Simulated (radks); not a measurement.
Values are calculated unless marked as measured or tabulated.
Task: The carbon ion C+, configuration [He] 2s2 2p1. Code: a radial shooting solver on a logarithmic mesh with Libxc functionals. Model: scalar-relativistic Kohn-Sham, LDA (Slater exchange, Perdew-Zunger correlation), spin-polarised, spherical densities, finite nucleus; open shells are filled with parallel spins first; Fermi nuclear charge, rms radius 2.4702 fm. Some entries of the table are withheld. Estimate them.

| orbital | occ. | eigenvalue (eV) | <1/r> (bohr^-1) |
|---|---|---|---|
| 1s up | 1 | -285.9561 | 5.605 |
| 1s down | 1 | -285.3493 | 5.614 |
| 2s up | 1 | -26.2640 | (1) |
| 2s down | 1 | -24.6703 | (2) |
| 2p up | 1 | -17.7824 | 0.8899 |
| 2p down | 0 | -16.1859 | 0.8662 |
| 3s up | 0 | -4.9835 | 0.3003 |
| 3s down | 0 | -4.7601 | 0.2900 |
| 3p up | 0 | -3.4400 | 0.2511 |
| 3p down | 0 | -3.2695 | 0.2409 |

Result: 
(1) 2s up <1/r> (bohr^-1): 0.9914
(2) 2s down <1/r> (bohr^-1): 0.9720
